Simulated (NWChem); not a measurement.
C3H2BrCl; SMILES C(Cl)(=C=C)Br

This build's default masses of Se (78.918 u) and Br (79.917 u) are each other's, which moves their modes by up to 0.6 %.

Task: Give the equilibrium geometry at PBE0/def2-SVP (NWChem) as a list of bonds and angles, with the point group.

Result: point group Cs; any orientation.
Bond lengths (Å): C1–C2 1.307, C1–H6 1.096, C1–H7 1.096, C2–C3 1.307, C3–Cl4 1.726, C3–Br5 1.888. Bond angles (°): C2–C1–H6 121.3, C2–C1–H7 121.3, H6–C1–H7 117.5, C1–C2–C3 179.7, C2–C3–Cl4 122.8, C2–C3–Br5 121.5, Cl4–C3–Br5 115.7.
